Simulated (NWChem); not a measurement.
Program: NWChem. System: HAlI2, charge 0, spin multiplicity 1, at a geometry optimised with B3LYP/def2-SVP with def2 effective core potentials on I. The structure started from a generated list of species. Level: MP2/def2-SVP with def2 effective core potentials on I, 13 core orbitals frozen.

Input file:

```
start mol
memory heap 200 mb stack 900 mb global 1100 mb
geometry units angstroms nocenter noautoz
  Al     0.000000     0.000000     1.080398
  H      0.000000     0.000000     2.650255
  I      2.147371     0.000000    -0.157504
  I     -2.147371     0.000000    -0.157504
  symmetry group C2v
end
basis spherical
  * library def2-svp
end
ecp
  I library def2-ecp
end
scf
  rhf
  nopen 0
  maxiter 100
  thresh 1e-7
  semidirect memsize 60000000 filesize 0
end
mp2
  freeze core 13
end
task mp2 energy
```

NWChem printed:

```
             Northwest Computational Chemistry Package (NWChem) 7.3.0
             --------------------------------------------------------

                                NWChem Input Module
                                -------------------

 Scaling coordinates for geometry "geometry" by  1.889725989
 (inverse scale =  0.529177249)

 Turning off AUTOSYM since
 SYMMETRY directive was detected!

                             Geometry "geometry" -> ""
                             -------------------------

 Output coordinates in angstroms (scale by  1.889725989 to convert to a.u.)

  No.       Tag          Charge          X              Y              Z
 ---- ---------------- ---------- -------------- -------------- --------------
    1 Al                  13.0000     0.00000000     0.00000000     1.08039800
    2 H                    1.0000     0.00000000     0.00000000     2.65025500
    3 I                   53.0000     2.14737100     0.00000000    -0.15750400
    4 I                   53.0000    -2.14737100     0.00000000    -0.15750400

 Effective nuclear repulsion energy (a.u.)     660.5596231135

            Nuclear Dipole moment (a.u.)
            ----------------------------
        X                 Y               Z
 ---------------- ---------------- ----------------
     0.0000000000     0.0000000000     0.0000094486

      Symmetry information
      --------------------

 Group name             C2v
 Group number             16
 Group order               4
 No. of unique centers     3

      Symmetry unique atoms

     1    2    3


 Summary of "ao basis" -> "" (spherical)
 ------------------------------------------------------------------------------
       Tag                 Description            Shells   Functions and Types
 ---------------- ------------------------------  ------  ---------------------
 *                          def2-svp                  on all atoms

 Summary of "ao basis" -> "ao basis" (spherical)
 ------------------------------------------------------------------------------
       Tag                 Description            Shells   Functions and Types
 ---------------- ------------------------------  ------  ---------------------
 Al                         def2-svp                 8       18   4s3p1d
 H                          def2-svp                 3        5   2s1p
 I                          def2-svp                10       26   4s4p2d

                                 NWChem SCF Module
                                 -----------------

  ao basis        = "ao basis"
  functions       =    75
  atoms           =     4
  closed shells   =    32
  open shells     =     0
  charge          =   0.00
  wavefunction    = RHF
  use symmetry    = T
  symmetry adapt  = T

 Summary of "ao basis" -> "ao basis" (spherical)
 ------------------------------------------------------------------------------
       Tag                 Description            Shells   Functions and Types
 ---------------- ------------------------------  ------  ---------------------
 Al                         def2-svp                 8       18   4s3p1d
 H                          def2-svp                 3        5   2s1p
 I                          def2-svp                10       26   4s4p2d

      Symmetry analysis of basis
      --------------------------

        a1         30
        a2          9
        b1         23
        b2         13

 Forming initial guess at       0.0s

      Superposition of Atomic Density Guess
[...]
   Bfn.  Coefficient  Atom+Function         Bfn.  Coefficient  Atom+Function
  ----- ------------  ---------------      ----- ------------  ---------------
    12      0.903243  1 Al py                38     -0.306180  3 I  py
    64     -0.306180  4 I  py                 9      0.260959  1 Al py
     6     -0.162690  1 Al py

 Vector   34  Occ=0.000000D+00  E= 7.343610D-02  Symmetry=a1
              MO Center= -3.8D-14, -5.8D-16,  5.0D-01, r^2= 6.1D+00
   Bfn.  Coefficient  Atom+Function         Bfn.  Coefficient  Atom+Function
  ----- ------------  ---------------      ----- ------------  ---------------
     4      1.538839  1 Al s                 37      0.601096  3 I  px
    63     -0.601096  4 I  px                27     -0.577240  3 I  s
    53     -0.577240  4 I  s                 20     -0.488664  2 H  s
    13     -0.451258  1 Al pz                 3      0.378427  1 Al s
     2      0.253780  1 Al s                 39     -0.218046  3 I  pz

 Vector   35  Occ=0.000000D+00  E= 1.318228D-01  Symmetry=b1
              MO Center= -4.2D-15, -1.8D-16,  1.4D+00, r^2= 6.3D+00
   Bfn.  Coefficient  Atom+Function         Bfn.  Coefficient  Atom+Function
  ----- ------------  ---------------      ----- ------------  ---------------
    11      1.758017  1 Al px                27     -0.812303  3 I  s
    53      0.812303  4 I  s                 39     -0.513614  3 I  pz
    65      0.513614  4 I  pz                37      0.441541  3 I  px
    63      0.441541  4 I  px

 center of mass
 --------------
 x =   0.00000000 y =   0.00000000 z =  -0.05467418

 moments of inertia (a.u.)
 ------------------
         159.389335642374           0.000000000000           0.000000000000
           0.000000000000        4338.701641096832           0.000000000000
           0.000000000000           0.000000000000        4179.312305454458

  Mulliken analysis of the total density
  --------------------------------------

    Atom       Charge   Shell Charges
 -----------   ------   -------------------------------------------------------
    1 Al  13    12.16   2.00  1.99  0.87  0.01  5.94  0.76  0.40  0.19
    2 H    1     1.19   0.71  0.47  0.01
    3 I   25    25.33   1.83  0.22  1.20  0.72  2.93  3.13  2.60  2.69  9.82  0.20
    4 I   25    25.33   1.83  0.22  1.20  0.72  2.93  3.13  2.60  2.69  9.82  0.20

       Multipole analysis of the density wrt the origin
       ------------------------------------------------

     L   x y z        total         open         nuclear
     -   - - -        -----         ----         -------
     0   0 0 0      0.000000      0.000000     64.000000

     1   1 0 0     -0.000000      0.000000      0.000000
     1   0 1 0     -0.000000      0.000000      0.000000
     1   0 0 1      0.387450      0.000000     16.667816

     2   2 0 0    -53.825564      0.000000    823.344983
     2   1 1 0     -0.000000      0.000000      0.000000
     2   1 0 1      0.000000      0.000000      0.000000
     2   0 2 0    -48.769976      0.000000      0.000000
     2   0 1 1     -0.000000      0.000000      0.000000
     2   0 0 2    -51.727816      0.000000     83.700766

                   NWChem MP2 Semi-direct Energy/Gradient Module
                   ---------------------------------------------

  Basis functions       =     75
  Molecular orbitals    =     75
  Frozen core           =     13
  Frozen virtuals       =      0
  Active alpha occupied =     19
  Active beta occupied  =     19
  Active alpha virtual  =     43
  Active beta virtual   =     43
  Use MO symmetry       = T
  Use skeleton AO sym   = T

  AO/Fock/Back tols     =   1.0D-09  1.0D-09  1.0D-09

 GA uses MA = F    GA memory limited = T

 Available:
  local mem=  1.26D+08
 global mem=  1.44D+08
 local disk=  0.00D+00
  mp2_memr nvloc                    43
  nvloc new                    43
   1 passes of  19:        3145728                      32308                   7387534.
   1 passes of  19: M    126147577           G      144167950           F     123001849.

 Semi-direct pass number   1 of   1  for RHF alpha+beta  at        0.5s
  vrange nnbf                  2656
  mp2_eaftype                    28  avail_ma_in_mb                  1099
 EAF : mp2_eaftype filesize          28    3693767.
  mp2_eaf for mointskh                     28
Node 0 wrote     17.4 Mb in      0.0 s     Agg I/O rate:  1315.7 Mb/s
 Done moints_semi at        1.8s
  mp2_eaftype                    28  avail_ma_in_mb                  1071
 EAF : mp2_eaftype filesize          28    3693767.
  mp2_eaf for kh                    28
 Done maket at        1.8s
 Done multipass loop at        1.8s

          -------------------------------------------
          SCF energy                -835.852674377580
          Correlation energy          -0.292845201675
          Singlet pairs               -0.166745443280
          Triplet pairs               -0.126099758395
          Total MP2 energy          -836.145519579255
          -------------------------------------------

          ---------------------------------------------------
                    Spin Component Scaled (SCS) MP2
          Same spin pairs                     -0.084066505596
          Same spin scaling factor             0.333333333333
          Opposite spin pairs                 -0.208778696079
          Opposite spin scaling fact.          1.200000000000
          SCS-MP2 correlation energy          -0.278556603827
          Total SCS-MP2 energy              -836.131230981406
          ---------------------------------------------------

 -----------------------
 Performance information
 -----------------------

 Timer overhead =  9.60D-08 seconds/call

               Nr. of calls         CPU time (s)                 Wall time (s)                GFlops
             ---------------    -------------------     ------------------------------   -------------------
Name         Min   Avg   Max    Min     Avg     Max     Min     Avg     Max   Mx/calls   Min     Max     Sum
mp2: moin     1     1     1    1.2     1.2     1.2      1.2     1.2     1.2     1.2      0.0     0.0     0.0
mp2: make     1     1     1   5.95E-2 5.95E-2 5.95E-2  5.95E-2 5.95E-2 5.95E-2 5.95E-2   0.0     0.0     0.0
mp2: tota     1     1     1    1.3     1.3     1.3      1.3     1.3     1.3     1.3      0.0     0.0     0.0

 The average no. of pstat calls per process was 3.00D+00
 with a timing overhead of 2.88D-07s

 Task  times  cpu:        1.8s     wall:        1.8s

 Total times  cpu:        1.8s     wall:        1.8s
```
